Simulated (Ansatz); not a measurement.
# Nudged elastic band run: AlB2Cl2H3S

The input (input.yaml):

```yaml
crystal:
  periodic: [false, false, false]
  atoms:
    - { symbol: S, position_ang: [1.524415, -2.29806, 0.413932] }
    - { symbol: B, position_ang: [1.158913, -0.715771, -0.366067] }
    - { symbol: Cl, position_ang: [2.541102, 0.360498, -0.725187] }
    - { symbol: B, position_ang: [-0.273645, 0.010278, -0.783222] }
    - { symbol: Al, position_ang: [-1.259547, 1.286586, 0.595147] }
    - { symbol: Cl, position_ang: [-0.741435, 3.352484, 0.617892] }
    - { symbol: H, position_ang: [0.237012, -2.745189, 0.47961] }
    - { symbol: H, position_ang: [-0.732217, -0.126027, -1.906545] }
    - { symbol: H, position_ang: [-2.365998, 0.828902, 1.65724] }
basis:
  gaussian: { orbitals: def2-SVP }
hamiltonian:
  xc: pbe
neb:
  order_check: false
  images: 5
  f_tol: 0.05
  max_iterations: 60
  initial_path: idpp
  final_atoms:
    - { symbol: S, position_ang: [1.41937605, -2.24849013, 0.51319243] }
    - { symbol: B, position_ang: [1.15837086, -0.71832366, -0.39634942] }
    - { symbol: Cl, position_ang: [2.60564551, 0.23215283, -0.85547036] }
    - { symbol: B, position_ang: [-0.2073096, 0.09607487, -0.86358966] }
    - { symbol: Al, position_ang: [-1.04913276, 1.50165661, 0.47688075] }
    - { symbol: Cl, position_ang: [-2.56293903, 0.68914299, 1.74614876] }
    - { symbol: H, position_ang: [0.10206112, -2.57931297, 0.63766301] }
    - { symbol: H, position_ang: [-0.68379785, -0.06243742, -1.9759147] }
    - { symbol: H, position_ang: [-0.69367432, 3.04323788, 0.70023919] }
```

Launched with:

```bash
$ ansatz run input.yaml --threads 2 --pin off --max-ram 3072MiB --backend cpu --events-out ev --progress --plain --runs-dir out
```

Output, in part (warnings, iteration lines, the closing report on the highest movable image, with atoms numbered from 0):

```
NEB end point (image 0): max|allowed force component| = 1.035e-2 eV/Å (the criterion of neb.relax_end_points is 1.000e-2)
NEB end point (image 6): max|allowed force component| = 1.507e-2 eV/Å (the criterion of neb.relax_end_points is 1.000e-2)
NEB iter   1: max|band force component| = 7.926e-1 eV/Å  barrier→ = 0.2892 eV  barrier← = 0.3138 eV  Δτ_max = 0.1933 Å  (195 SCF iters)
NEB iter   2: max|band force component| = 2.143e-1 eV/Å  barrier→ = 0.1352 eV  barrier← = 0.1597 eV  CI = image 3  Δτ_max = 0.1234 Å  (145 SCF iters)
NEB iter   3: max|band force component| = 4.280e-1 eV/Å  barrier→ = 0.1267 eV  barrier← = 0.1513 eV  CI = image 3  Δτ_max = 0.0616 Å  (141 SCF iters)
NEB iter   4: max|band force component| = 2.072e-1 eV/Å  barrier→ = 0.1220 eV  barrier← = 0.1465 eV  CI = image 3  Δτ_max = 0.0808 Å  (141 SCF iters)
NEB iter   5: max|band force component| = 1.885e-1 eV/Å  barrier→ = 0.1169 eV  barrier← = 0.1415 eV  CI = image 3  Δτ_max = 0.1230 Å  (141 SCF iters)
NEB iter   6: max|band force component| = 1.818e-1 eV/Å  barrier→ = 0.1127 eV  barrier← = 0.1372 eV  CI = image 3  Δτ_max = 0.1230 Å  (140 SCF iters)
NEB iter   7: max|band force component| = 1.182e-1 eV/Å  barrier→ = 0.1083 eV  barrier← = 0.1329 eV  CI = image 3  Δτ_max = 0.1815 Å  (140 SCF iters)
NEB iter   8: max|band force component| = 2.400e-1 eV/Å  barrier→ = 0.1036 eV  barrier← = 0.1282 eV  CI = image 3  Δτ_max = 0.0903 Å  (141 SCF iters)
NEB iter   9: max|band force component| = 2.887e-1 eV/Å  barrier→ = 0.1001 eV  barrier← = 0.1247 eV  CI = image 3  Δτ_max = 0.0451 Å  (142 SCF iters)
NEB iter  10: max|band force component| = 5.668e-2 eV/Å  barrier→ = 0.0981 eV  barrier← = 0.1226 eV  CI = image 3  Δτ_max = 0.0903 Å  (141 SCF iters)
NEB iter  11: max|band force component| = 1.536e-1 eV/Å  barrier→ = 0.0955 eV  barrier← = 0.1201 eV  CI = image 3  Δτ_max = 0.0453 Å  (140 SCF iters)
NEB iter  12: max|band force component| = 1.457e-1 eV/Å  barrier→ = 0.0942 eV  barrier← = 0.1187 eV  CI = image 3  Δτ_max = 0.0226 Å  (141 SCF iters)
NEB iter  13: max|band force component| = 4.955e-2 eV/Å  barrier→ = 0.0934 eV  barrier← = 0.1180 eV  CI = image 3  Δτ_max = 0.0000 Å  (283 SCF iters)
Total energy: -43846.09765452 eV, -1611.3143688513 hartree
Atom 0 at     1.331688    -2.591590     0.226677 Å, force     0.004764     0.009182     0.001396 eV/Å
Atom 1 at     0.969828    -0.901542    -0.226472 Å, force    -0.026303    -0.016293    -0.001945 eV/Å
Atom 2 at     2.224957     0.375460     0.109230 Å, force     0.011982     0.012046    -0.000990 eV/Å
Atom 3 at    -0.143249     0.142513    -0.831823 Å, force     0.004067     0.004409     0.006950 eV/Å
Atom 4 at    -1.099913     1.359591     0.646813 Å, force     0.011726    -0.006722    -0.009191 eV/Å
Atom 5 at    -1.957001     3.235612     0.101555 Å, force     0.000695     0.001960     0.003433 eV/Å
Atom 6 at     0.156430    -3.108612    -0.232799 Å, force    -0.000212    -0.000210    -0.000929 eV/Å
Atom 7 at    -0.194431     0.422898    -2.016001 Å, force    -0.000740    -0.002464     0.002470 eV/Å
Atom 8 at    -1.199708     1.019370     2.205622 Å, force    -0.005979    -0.001907    -0.001194 eV/Å
Dipole moment:     0.016325    -0.584448    -0.114446 e Å
```

The forces met the threshold. A vibrational analysis at the climbing image gives no mode beyond 40i cm⁻¹: the surface is too flat there to confirm a saddle point.

Final band (atoms are numbered from 1 in the order of the input):

```csv
image,path coordinate (Å),energy (eV),dihedral B2–B4–Al5–Cl6 (°)
0,0.00,0.000,88
1,0.84,0.018,107
2,1.68,0.068,129
3,2.53,0.093,156
4,3.88,0.059,-160
5,5.24,-0.001,-122
6,6.59,-0.025,-93
```

Run time: 2.5 min on 2 threads of Intel(R) Xeon(R) Platinum 8259CL CPU @ 2.50GHz (Skylake/Cascade Lake) (shared host), peak memory 0.19 GiB.
